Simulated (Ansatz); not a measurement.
Ansatz (a program for electronic structure) input:

Ansatz 0.2 input:
```yaml
crystal:
  periodic: [false, false, false]
  atoms:
    - {symbol: Cl, position_ang: [-0.34907804, -0.66587059, 2.21787998]}
    - {symbol: Si, position_ang: [-0.41024309, -0.59391530, 0.15933548]}
    - {symbol: Br, position_ang: [1.66352103, -0.77516888, -0.65186621]}
    - {symbol: Br, position_ang: [-1.32987161, 1.33615785, -0.48912397]}
basis:
  gaussian:
    orbitals: def2-SVPD
magnetization: {spin_polarized: true, initial_magnetization: 1}
correlation: {method: ccsd_t, electrons: outside_noble_gas}
output: {forces: true}
```

Predict the final energy.

-5893.04435 Eh (CCSD(T)/def2-SVPD). The basis has 133 functions.

It need not be the lowest isomer of its formula.
